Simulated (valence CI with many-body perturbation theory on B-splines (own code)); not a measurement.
# E1 line list for Dy⁵¹⁺

Computed by valence CI with perturbative core correlation (CI+MBPT): five valence electrons over a frozen Dirac-Fock core [Ne], a basis of 11 s, 11 p, 10 d, 8 f, 5 g, 2 h functions for each j, with the one-electron correlation potential Σ1 (screened to all orders), the two-electron term Σ2, the three-electron term Σ3, Breit, model QED; selected single and double excitations, second order for the rest, scaled by the run's own slope (own B-spline code, finite nucleus).

The last digits are not significant, and no measured levels were compared; by estimate large intervals hold to a few tenths of a per cent, small ones and those within an open d or f shell to about a per cent. Among the levels kept, up to 3200 cm⁻¹ of a level comes from second order outside the variational space, and about a tenth of that is noise between levels of different J, which matters for small intervals.

Lines 151 to 200 of 572 in falling wavelength, among levels below 941.28 eV, chosen from the strongest by gf and those to the six lowest levels. Wavelengths and rates use the calculated energies. Electric multipoles are in the length gauge with retardation, E1 and E2 with the static RPA response of the core. Weak lines are less certain than strong ones. Lines between different terms over intervals too small for the method are left out, as are lines whose strength nearly cancels. The highest levels of a list are the least certain.

Levels are named by their leading jj configuration (3d3/2^4 stands for four electrons in 3d with j = 3/2), which in mixed levels can hold well under half, so a name can repeat and another be missing. Letters in brackets count levels of one name in rising energy.

| λ vac (nm) | Upper | Lower | A (s⁻¹) | S (a.u.) |
| --- | --- | --- | --- | --- |
| 4.786 | (3s 3p1/2^2 3d3/2 3d5/2) J=3/2 [b] | (3s 3p1/2^2 3p3/2 3d3/2) J=3/2 [b] | 6.68e+10 | 1.45e-02 |
| 4.780 | (3s^2 3p3/2 3d3/2^2) J=3/2 [a] | (3s 3p1/2 3p3/2^3) J=3/2 [b] | 7.12e+10 | 1.53e-02 |
| 4.775 | (3s^2 3p1/2 3d3/2 3d5/2) J=5/2 [a] | (3s^2 3p1/2 3p3/2 3d3/2) J=3/2 [a] | 8.62e+10 | 2.78e-02 |
| 4.766 | (3s^2 3p1/2 3p3/2 3d5/2) J=3/2 [b] | (3s^2 3p1/2 3p3/2^2) J=1/2 | 1.50e+11 | 3.21e-02 |
| 4.763 | (3s 3p1/2^2 3d3/2 3d5/2) J=7/2 [a] | (3s 3p1/2^2 3p3/2 3d3/2) J=5/2 [a] | 1.05e+11 | 4.48e-02 |
| 4.762 | (3s 3p1/2 3p3/2^2 3d5/2) J=1/2 [c] | (3s 3p1/2 3p3/2^3) J=1/2 | 8.25e+10 | 8.79e-03 |
| 4.761 | (3s^2 3p1/2 3d3/2 3d5/2) J=3/2 [b] | (3s^2 3p1/2 3p3/2 3d3/2) J=1/2 [b] | 9.78e+10 | 2.08e-02 |
| 4.757 | (3s^2 3p1/2 3d3/2 3d5/2) J=9/2 | (3s^2 3p1/2 3p3/2 3d3/2) J=7/2 | 1.54e+11 | 8.20e-02 |
| 4.755 | (3s^2 3p3/2 3d3/2 3d5/2) J=3/2 [b] | (3s^2 3p3/2^2 3d3/2) J=3/2 [b] | 1.75e+11 | 3.71e-02 |
| 4.753 | (3s 3p1/2 3p3/2^2 3d5/2) J=5/2 [c] | (3s 3p1/2 3p3/2^3) J=5/2 | 4.15e+10 | 1.32e-02 |
| 4.748 | (3s 3p1/2 3p3/2^2 3d5/2) J=3/2 [a] | (3s 3p1/2 3p3/2^3) J=3/2 [a] | 8.16e+10 | 1.72e-02 |
| 4.732 | (3s 3p1/2^2 3d5/2^2) J=1/2 | (3s 3p1/2^2 3p3/2 3d5/2) J=3/2 [b] | 1.65e+11 | 1.72e-02 |
| 4.730 | (3s^2 3p1/2 3d3/2 3d5/2) J=5/2 [a] | (3s^2 3p1/2 3p3/2 3d3/2) J=5/2 [a] | 7.21e+10 | 2.26e-02 |
| 4.729 | (3s^2 3p1/2 3d3/2 3d5/2) J=7/2 [b] | (3s^2 3p1/2 3p3/2 3d3/2) J=5/2 [b] | 1.65e+11 | 6.90e-02 |
| 4.725 | (3s 3p1/2^2 3d5/2^2) J=5/2 | (3s 3p1/2^2 3p3/2 3d5/2) J=3/2 [a] | 2.96e+10 | 9.26e-03 |
| 4.719 | (3s^2 3p3/2 3d5/2^2) J=5/2 | (3s^2 3p3/2^2 3d3/2) J=3/2 [b] | 5.40e+10 | 1.68e-02 |
| 4.711 | (3s 3p1/2^2 3d5/2^2) J=5/2 | (3s 3p1/2^2 3p3/2 3d5/2) J=7/2 [a] | 3.79e+10 | 1.17e-02 |
| 4.708 | (3s^2 3p1/2 3p3/2 3d5/2) J=1/2 | (3s^2 3p1/2 3p3/2^2) J=1/2 | 2.38e+11 | 2.45e-02 |
| 4.708 | (3s 3p1/2^2 3p3/2 3d5/2) J=7/2 [a] | (3s 3p1/2^2 3p3/2^2) J=5/2 | 1.65e+11 | 6.79e-02 |
| 4.706 | (3s 3p1/2^2 3d3/2 3d5/2) J=5/2 [a] | (3s 3p1/2^2 3p3/2 3d3/2) J=3/2 [a] | 1.12e+11 | 3.46e-02 |
| 4.705 | (3s^2 3p3/2 3d5/2^2) J=7/2 | (3s^2 3p3/2^2 3d5/2) J=9/2 | 5.79e+10 | 2.38e-02 |
| 4.701 | (3s 3p1/2^2 3p3/2 3d5/2) J=5/2 [b] | (3s 3p1/2^2 3p3/2^2) J=3/2 | 2.62e+11 | 8.07e-02 |
| 4.693 | (3s^2 3p1/2 3d5/2^2) J=1/2 | (3s^2 3p1/2 3p3/2 3d5/2) J=3/2 [b] | 2.00e+11 | 2.04e-02 |
| 4.688 | (3s^2 3p1/2 3d5/2^2) J=9/2 | (3s^2 3p1/2 3p3/2 3d5/2) J=9/2 | 5.90e+10 | 3.00e-02 |
| 4.687 | (3s 3p1/2^2 3p3/2 3d5/2) J=3/2 [b] | (3s 3p1/2^2 3p3/2^2) J=1/2 | 1.15e+11 | 2.33e-02 |
| 4.677 | (3s 3p1/2 3p3/2^2 3d5/2) J=5/2 [b] | (3s 3p1/2 3p3/2^3) J=3/2 [a] | 7.58e+10 | 2.30e-02 |
| 4.677 | (3s^2 3p1/2 3d3/2 3d5/2) J=3/2 [a] | (3s^2 3p1/2 3p3/2 3d3/2) J=1/2 [a] | 5.98e+10 | 1.21e-02 |
| 4.675 | (3s^2 3p1/2 3d3/2 3d5/2) J=3/2 [a] | (3s^2 3p1/2 3p3/2 3d3/2) J=3/2 [a] | 1.06e+11 | 2.14e-02 |
| 4.674 | (3s^2 3p3/2 3d3/2^2) J=1/2 | (3s 3p1/2 3p3/2^3) J=1/2 | 7.39e+10 | 7.45e-03 |
| 4.669 | (3s^2 3p3/2 3d5/2^2) J=7/2 | (3s^2 3p3/2^2 3d5/2) J=7/2 | 5.35e+10 | 2.15e-02 |
| 4.663 | (3s^2 3p1/2 3p3/2 3d5/2) J=7/2 [b] | (3s^2 3p1/2 3p3/2^2) J=5/2 | 2.84e+11 | 1.14e-01 |
| 4.660 | (3s^2 3p1/2 3d3/2 3d5/2) J=1/2 | (3s^2 3p1/2 3p3/2 3d3/2) J=1/2 [a] | 1.51e+11 | 1.51e-02 |
| 4.657 | (3s^2 3p1/2 3p3/2 3d5/2) J=5/2 [b] | (3s^2 3p1/2 3p3/2^2) J=5/2 | 6.66e+10 | 1.99e-02 |
| 4.653 | (3s 3p1/2 3p3/2^2 3d5/2) J=3/2 [d] | (3s 3p1/2 3p3/2^3) J=3/2 [b] | 1.16e+11 | 2.31e-02 |
| 4.643 | (3s 3p1/2^2 3d3/2 3d5/2) J=3/2 [a] | (3s 3p1/2^2 3p3/2 3d3/2) J=1/2 [a] | 1.07e+11 | 2.10e-02 |
| 4.641 | (3s 3p1/2 3p3/2^2 3d5/2) J=5/2 [d] | (3s 3p1/2 3p3/2^3) J=5/2 | 9.43e+10 | 2.79e-02 |
| 4.631 | (3s 3p1/2 3p3/2^2 3d5/2) J=7/2 [d] | (3s 3p1/2 3p3/2^3) J=5/2 | 2.74e+10 | 1.07e-02 |
| 4.625 | (3s^2 3p3/2 3d3/2 3d5/2) J=1/2 [b] | (3s^2 3p3/2^2 3d3/2) J=3/2 [b] | 2.54e+11 | 2.48e-02 |
| 4.620 | (3s 3p1/2^2 3d5/2^2) J=1/2 | (3s 3p1/2^2 3p3/2 3d5/2) J=1/2 | 8.13e+10 | 7.92e-03 |
| 4.618 | (3s^2 3p3/2 3d5/2^2) J=9/2 | (3s^2 3p3/2^2 3d5/2) J=9/2 | 2.08e+11 | 1.01e-01 |
| 4.616 | (3s 3p1/2^2 3d3/2 3d5/2) J=3/2 [a] | (3s 3p1/2^2 3p3/2 3d3/2) J=3/2 [a] | 3.83e+10 | 7.44e-03 |
| 4.609 | (3s 3p1/2^2 3d3/2 3d5/2) J=9/2 | (3s 3p1/2^2 3p3/2 3d3/2) J=7/2 | 1.70e+11 | 8.21e-02 |
| 4.601 | (3s^2 3p3/2 3d3/2 3d5/2) J=7/2 [c] | (3s^2 3p3/2^2 3d3/2) J=7/2 | 2.66e+10 | 1.02e-02 |
| 4.595 | (3s^2 3p3/2 3d3/2 3d5/2) J=7/2 [c] | (3s^2 3p3/2^2 3d3/2) J=5/2 | 3.67e+11 | 1.40e-01 |
| 4.591 | (3s 3p1/2 3p3/2^2 3d5/2) J=5/2 [f] | (3s 3p1/2 3p3/2^3) J=3/2 [b] | 3.76e+11 | 1.08e-01 |
| 4.585 | (3s^2 3p3/2 3d3/2 3d5/2) J=5/2 [d] | (3s^2 3p3/2^2 3d3/2) J=3/2 [b] | 1.74e+11 | 4.97e-02 |
| 4.584 | (3s^2 3p3/2 3d5/2^2) J=9/2 | (3s^2 3p3/2^2 3d5/2) J=7/2 | 2.00e+11 | 9.49e-02 |
| 4.580 | (3s^2 3p1/2 3d5/2^2) J=5/2 | (3s^2 3p1/2 3p3/2 3d5/2) J=5/2 [a] | 1.58e+11 | 4.49e-02 |
| 4.578 | (3s^2 3p1/2 3d5/2^2) J=3/2 | (3s^2 3p1/2 3p3/2 3d5/2) J=5/2 [a] | 5.43e+10 | 1.03e-02 |
| 4.575 | (3s 3p1/2^2 3d5/2^2) J=5/2 | (3s 3p1/2^2 3p3/2 3d5/2) J=5/2 [a] | 1.78e+11 | 5.04e-02 |
